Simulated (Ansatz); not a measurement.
The first iterations of a band of BF2H2N + H3P (10 atoms, charge 0, multiplicity 1).

Method: RKS BHLYP/def2-mTZVP (Ansatz).

```
movable images  : 9
climbing image  : yes
spring          : 5.0 eV/Å²
optimiser       : quadratic models (default)
start path      : through a guess of the saddle point
force threshold : 0.05 eV/Å
iteration limit : 10
end points      : relaxed
```

Initial state:

```xyz
10
Properties=species:S:1:pos:R:3
B 0.236 -0.767 0.376
N 0.453 -1.480 1.542
H 0.054 -1.216 2.419
H 1.026 -2.298 1.576
F 0.778 -1.139 -0.771
F -0.529 0.315 0.368
P -0.490 3.649 1.062
H -1.499 3.211 0.183
H -1.220 4.768 1.518
H -0.900 2.816 2.123
```

Final state:

```xyz
10
Properties=species:S:1:pos:R:3
B -0.218 0.512 0.252
N -0.100 -0.025 1.822
H -0.032 -1.036 1.815
H 0.721 0.344 2.278
F 0.948 0.052 -0.306
F -1.333 -0.143 -0.204
P -0.392 2.488 0.167
H -1.421 2.625 1.131
H 0.647 2.807 1.075
H -0.911 0.234 2.365
```

| iteration | highest image above the first end (eV) | largest band force component (eV/Å) |
| --- | --- | --- |
| 1 | 7.385 | 18.056 |
| 2 | 4.427 | 4.339 |
| 3 | 3.413 | 6.813 |

Question: Does the band converge within its limit, and where does its top end?

Answer: The run ended unconverged. It ended after 10 iterations with the highest image 2.704 eV above the first end. The band didn't meet its force threshold, so its energies are provisional: the largest band force was still 1.24 eV/Å, and over the last iterations the top moved between 2.28 and 2.73 eV. The orbitals stay closed-shell, which can raise the energy where a bond breaks towards radicals; this wasn't checked here.

Time of the run: 2.2 min on 4 threads of Arm Neoverse V2 (shared host), peak memory 0.23 GiB.
